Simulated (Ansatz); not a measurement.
Ansatz (an electronic-structure program) job for CH6AlClOSi, SMILES [CH3][Al]([Cl])[O][SiH3], B3LYP-D3(BJ)/def2-SVP. 

Ansatz 0.2 input:
```yaml
crystal:
  periodic: [false, false, false]
  atoms:
    - {symbol: Al, position_ang: [-0.14803743, 0.54304068, 0.51471307]}
    - {symbol: Cl, position_ang: [1.02039167, 2.02568061, -0.23717399]}
    - {symbol: C, position_ang: [-1.26030838, 0.67790803, 2.15566446]}
    - {symbol: H, position_ang: [-1.97255941, -0.14522226, 2.21544219]}
    - {symbol: H, position_ang: [-1.81558999, 1.61659085, 2.19112413]}
    - {symbol: H, position_ang: [-0.64664013, 0.64707195, 3.05800218]}
    - {symbol: O, position_ang: [-0.14601143, -0.90711378, -0.33496923]}
    - {symbol: Si, position_ang: [-0.13283482, -2.31352099, -1.16181278]}
    - {symbol: H, position_ang: [-1.34224618, -3.03733029, -0.76537038]}
    - {symbol: H, position_ang: [1.08400509, -3.02070993, -0.76176628]}
    - {symbol: H, position_ang: [-0.13951212, -1.97774374, -2.58559813]}
basis:
  gaussian:
    orbitals: def2-SVP
hamiltonian:
  xc: b3lyp
  dispersion: d3bj
relax: {f_tol: 0.002, max_steps: 200}
```

Output:

```
WARN ansatz: RAYON_NUM_THREADS=1 ignored (pool sized by the plan → 1); use --threads N
Functional definition: B3LYP
integrals: 0.06 GiB planned
1134 factors; integrals over basis functions are off by at most 6.0e-4 eV
mean field: 0.52 GiB planned
mean field evaluation 1: about -30163.5827 eV, gradient 7.2e1 eV
mean field evaluation 2: about -30141.8649 eV, gradient 1.2e2 eV
mean field evaluation 4: about -30174.2708 eV, gradient 6.6e0 eV
mean field evaluation 8: about -30174.3814 eV, gradient 5.7e-2 eV
mean field -30174.38143759 eV, -1108.8880649010 hartree, gradient 6.6e-5 eV, S^2 0.000000; 0 other end points of the search recorded, 0 dependent functions left out
the calculation of the forces begins
reference -30174.38173717 eV, -1108.8880759105 hartree; 32, 32 occupied and 80, 80 virtual orbitals, 1134 factors
relax step   1: F+E_penalty+E_count = -30174.79682381 eV  Δ(F+E_penalty+E_count) = +0.000e0 eV  max|allowed force component| = 1.226e0 eV/Å  Δτ_max = 0.0000 Å  (24 SCF iters, accepted)
these checks for a lower state are left out or cut short: starts, cluster_reference, orbital_swaps, neighbouring_geometries, increment
integrals: 0.06 GiB planned
1134 factors; integrals over basis functions are off by at most 7.1e-4 eV
mean field: 0.52 GiB planned
mean field evaluation 16: about -30174.5062 eV, gradient 4.7e0 eV
mean field -30174.54967756 eV, -1108.8942476059 hartree, gradient 5.9e-6 eV, S^2 0.000000; 0 other end points of the search recorded, 0 dependent functions left out
the calculation of the forces begins
reference -30174.54998097 eV, -1108.8942587562 hartree; 32, 32 occupied and 80, 80 virtual orbitals, 1134 factors
relax step   2: F+E_penalty+E_count = -30174.95902364 eV  Δ(F+E_penalty+E_count) = -1.622e-1 eV  max|allowed force component| = 3.152e-1 eV/Å  Δτ_max = 0.1108 Å  (29 SCF iters, accepted)
these checks for a lower state are left out or cut short: starts, cluster_reference, orbital_swaps, neighbouring_geometries, increment
integrals: 0.06 GiB planned
1134 factors; integrals over basis functions are off by at most 7.2e-4 eV
mean field: 0.52 GiB planned
mean field -30174.55700480 eV, -1108.8945168772 hartree, gradient 7.4e-6 eV, S^2 0.000000; 0 other end points of the search recorded, 0 dependent functions left out
the calculation of the forces begins
reference -30174.55730845 eV, -1108.8945280359 hartree; 32, 32 occupied and 80, 80 virtual orbitals, 1134 factors
relax step   3: F+E_penalty+E_count = -30174.96669560 eV  Δ(F+E_penalty+E_count) = -7.672e-3 eV  max|allowed force component| = 9.856e-2 eV/Å  Δτ_max = 0.0330 Å  (28 SCF iters, accepted)
these checks for a lower state are left out or cut short: starts, cluster_reference, orbital_swaps, neighbouring_geometries, increment
integrals: 0.06 GiB planned
1134 factors; integrals over basis functions are off by at most 7.1e-4 eV
mean field: 0.52 GiB planned
mean field evaluation 32: about -30174.5570 eV, gradient 5.8e-2 eV
mean field -30174.55696050 eV, -1108.8945152491 hartree, gradient 8.7e-5 eV, S^2 0.000000; 0 other end points of the search recorded, 0 dependent functions left out
the calculation of the forces begins
reference -30174.55726435 eV, -1108.8945264153 hartree; 32, 32 occupied and 80, 80 virtual orbitals, 1134 factors
relax step   4: F+E_penalty+E_count = -30174.96618862 eV  Δ(F+E_penalty+E_count) = +5.070e-4 eV  max|allowed force component| = 2.193e-1 eV/Å  Δτ_max = 0.0816 Å  (26 SCF iters, rejected (line search))
these checks for a lower state are left out or cut short: starts, cluster_reference, orbital_swaps, neighbouring_geometries, increment
integrals: 0.06 GiB planned
1134 factors; integrals over basis functions are off by at most 7.1e-4 eV
mean field: 0.52 GiB planned
mean field -30174.55875242 eV, -1108.8945811010 hartree, gradient 7.4e-6 eV, S^2 0.000000; 0 other end points of the search recorded, 0 dependent functions left out
the calculation of the forces begins
reference -30174.55905609 eV, -1108.8945922606 hartree; 32, 32 occupied and 80, 80 virtual orbitals, 1134 factors
relax step   5: F+E_penalty+E_count = -30174.96834340 eV  Δ(F+E_penalty+E_count) = -1.648e-3 eV  max|allowed force component| = 2.844e-2 eV/Å  Δτ_max = 0.0401 Å  (29 SCF iters, accepted)
these checks for a lower state are left out or cut short: starts, cluster_reference, orbital_swaps, neighbouring_geometries, increment
integrals: 0.06 GiB planned
1134 factors; integrals over basis functions are off by at most 7.1e-4 eV
[...]
these checks for a lower state are left out or cut short: starts, cluster_reference, orbital_swaps, neighbouring_geometries, increment
integrals: 0.06 GiB planned
1134 factors; integrals over basis functions are off by at most 5.0e-4 eV
mean field: 0.52 GiB planned
mean field -30174.55968092 eV, -1108.8946152228 hartree, gradient 8.9e-5 eV, S^2 0.000000; 0 other end points of the search recorded, 0 dependent functions left out
the calculation of the forces begins
reference -30174.55998139 eV, -1108.8946262647 hartree; 32, 32 occupied and 80, 80 virtual orbitals, 1134 factors
relax step  66: F+E_penalty+E_count = -30174.97255387 eV  Δ(F+E_penalty+E_count) = -4.760e-6 eV  max|allowed force component| = 4.455e-3 eV/Å  Δτ_max = 0.0293 Å  (25 SCF iters, accepted)
these checks for a lower state are left out or cut short: starts, cluster_reference, orbital_swaps, neighbouring_geometries, increment
integrals: 0.06 GiB planned
1134 factors; integrals over basis functions are off by at most 5.0e-4 eV
mean field: 0.52 GiB planned
mean field -30174.55967248 eV, -1108.8946149124 hartree, gradient 6.9e-6 eV, S^2 0.000000; 0 other end points of the search recorded, 0 dependent functions left out
the calculation of the forces begins
reference -30174.55997295 eV, -1108.8946259545 hartree; 32, 32 occupied and 80, 80 virtual orbitals, 1134 factors
relax step  67: F+E_penalty+E_count = -30174.97255520 eV  Δ(F+E_penalty+E_count) = -1.330e-6 eV  max|allowed force component| = 4.139e-3 eV/Å  Δτ_max = 0.0055 Å  (23 SCF iters, accepted)
these checks for a lower state are left out or cut short: starts, cluster_reference, orbital_swaps, neighbouring_geometries, increment
integrals: 0.06 GiB planned
1134 factors; integrals over basis functions are off by at most 5.0e-4 eV
mean field: 0.52 GiB planned
mean field evaluation 384: about -30174.5597 eV, gradient 2.7e-2 eV
mean field -30174.55967111 eV, -1108.8946148622 hartree, gradient 1.9e-5 eV, S^2 0.000000; 0 other end points of the search recorded, 0 dependent functions left out
the calculation of the forces begins
reference -30174.55997159 eV, -1108.8946259044 hartree; 32, 32 occupied and 80, 80 virtual orbitals, 1134 factors
relax step  68: F+E_penalty+E_count = -30174.97255656 eV  Δ(F+E_penalty+E_count) = -1.356e-6 eV  max|allowed force component| = 2.628e-3 eV/Å  Δτ_max = 0.0008 Å  (18 SCF iters, accepted)
these checks for a lower state are left out or cut short: starts, cluster_reference, orbital_swaps, neighbouring_geometries, increment
integrals: 0.06 GiB planned
1134 factors; integrals over basis functions are off by at most 5.0e-4 eV
mean field: 0.52 GiB planned
mean field -30174.55965650 eV, -1108.8946143253 hartree, gradient 7.1e-6 eV, S^2 0.000000; 0 other end points of the search recorded, 0 dependent functions left out
the calculation of the forces begins
reference -30174.55995698 eV, -1108.8946253676 hartree; 32, 32 occupied and 80, 80 virtual orbitals, 1134 factors
relax step  69: F+E_penalty+E_count = -30174.97255805 eV  Δ(F+E_penalty+E_count) = -1.490e-6 eV  max|allowed force component| = 2.145e-3 eV/Å  Δτ_max = 0.0057 Å  (23 SCF iters, accepted)
these checks for a lower state are left out or cut short: starts, cluster_reference, orbital_swaps, neighbouring_geometries, increment
integrals: 0.06 GiB planned
1134 factors; integrals over basis functions are off by at most 5.0e-4 eV
mean field: 0.52 GiB planned
mean field -30174.55963180 eV, -1108.8946134175 hartree, gradient 1.0e-5 eV, S^2 0.000000; 0 other end points of the search recorded, 0 dependent functions left out
the calculation of the forces begins
reference -30174.55993228 eV, -1108.8946244601 hartree; 32, 32 occupied and 80, 80 virtual orbitals, 1134 factors
relax step  70: F+E_penalty+E_count = -30174.97255938 eV  Δ(F+E_penalty+E_count) = -1.329e-6 eV  max|allowed force component| = 3.059e-3 eV/Å  Δτ_max = 0.0107 Å  (23 SCF iters, accepted)
these checks for a lower state are left out or cut short: starts, cluster_reference, orbital_swaps, neighbouring_geometries, increment
integrals: 0.06 GiB planned
1134 factors; integrals over basis functions are off by at most 4.9e-4 eV
mean field: 0.52 GiB planned
mean field -30174.55960550 eV, -1108.8946124510 hartree, gradient 1.6e-5 eV, S^2 0.000000; 0 other end points of the search recorded, 0 dependent functions left out
the calculation of the forces begins
reference -30174.55990600 eV, -1108.8946234944 hartree; 32, 32 occupied and 80, 80 virtual orbitals, 1134 factors
relax step  71: F+E_penalty+E_count = -30174.97256021 eV  Δ(F+E_penalty+E_count) = -8.331e-7 eV  max|allowed force component| = 4.118e-3 eV/Å  Δτ_max = 0.0142 Å  (23 SCF iters, accepted)
these checks for a lower state are left out or cut short: starts, cluster_reference, orbital_swaps, neighbouring_geometries, increment
integrals: 0.06 GiB planned
1134 factors; integrals over basis functions are off by at most 4.9e-4 eV
mean field: 0.52 GiB planned
mean field -30174.55960087 eV, -1108.8946122808 hartree, gradient 2.0e-5 eV, S^2 0.000000; 0 other end points of the search recorded, 0 dependent functions left out
the calculation of the forces begins
reference -30174.55990138 eV, -1108.8946233242 hartree; 32, 32 occupied and 80, 80 virtual orbitals, 1134 factors
relax step  72: F+E_penalty+E_count = -30174.97256053 eV  Δ(F+E_penalty+E_count) = -3.167e-7 eV  max|allowed force component| = 3.122e-3 eV/Å  Δτ_max = 0.0022 Å  (20 SCF iters, accepted)
these checks for a lower state are left out or cut short: starts, cluster_reference, orbital_swaps, neighbouring_geometries, increment
integrals: 0.06 GiB planned
1134 factors; integrals over basis functions are off by at most 4.9e-4 eV
mean field: 0.52 GiB planned
mean field -30174.55959749 eV, -1108.8946121568 hartree, gradient 2.0e-5 eV, S^2 0.000000; 0 other end points of the search recorded, 0 dependent functions left out
the calculation of the forces begins
reference -30174.55989800 eV, -1108.8946232002 hartree; 32, 32 occupied and 80, 80 virtual orbitals, 1134 factors
relax step  73: F+E_penalty+E_count = -30174.97256077 eV  Δ(F+E_penalty+E_count) = -2.439e-7 eV  max|allowed force component| = 4.498e-4 eV/Å  Δτ_max = 0.0021 Å  (20 SCF iters, accepted)
integrals: 0.06 GiB planned
1134 factors; integrals over basis functions are off by at most 4.9e-4 eV
mean field: 0.52 GiB planned
mean field evaluation 416: about -30143.0355 eV, gradient 1.2e2 eV
mean field -30174.55959749 eV, -1108.8946121568 hartree, gradient 2.0e-5 eV, S^2 0.000000; 1 other end points of the search recorded, 0 dependent functions left out
the calculation of the forces begins
reference -30174.55989800 eV, -1108.8946232002 hartree; 32, 32 occupied and 80, 80 virtual orbitals, 1134 factors
Total energy: -30174.97286128 eV, -1108.9097993207 hartree
Atom 0 at    -0.350333     0.451743     0.559721 Å, force    -0.000094    -0.000223     0.000102 eV/Å
Atom 1 at     0.568314     2.035375    -0.492458 Å, force    -0.000001     0.000048    -0.000008 eV/Å
Atom 2 at    -1.164816     0.756932     2.289879 Å, force    -0.000142     0.000014     0.000022 eV/Å
Atom 3 at    -1.598032    -0.163937     2.709899 Å, force     0.000015     0.000000     0.000010 eV/Å
Atom 4 at    -1.963651     1.513782     2.214646 Å, force     0.000045    -0.000022    -0.000000 eV/Å
Atom 5 at    -0.422251     1.149283     3.004883 Å, force     0.000060     0.000008     0.000028 eV/Å
Atom 6 at    -0.334441    -1.071615    -0.182516 Å, force     0.000228     0.000450    -0.000275 eV/Å
Atom 7 at    -0.108858    -2.342114    -1.216236 Å, force    -0.000182    -0.000150     0.000144 eV/Å
Atom 8 at    -1.430424    -2.902710    -1.621965 Å, force    -0.000104    -0.000002    -0.000081 eV/Å
Atom 9 at     0.679876    -3.410737    -0.537013 Å, force     0.000144    -0.000129     0.000097 eV/Å
Atom 10 at     0.625273    -1.907352    -2.440586 Å, force     0.000030     0.000007    -0.000040 eV/Å
Dipole moment:    -0.159666    -0.107062     0.261343 e Å
```

Self-consistency was reached.
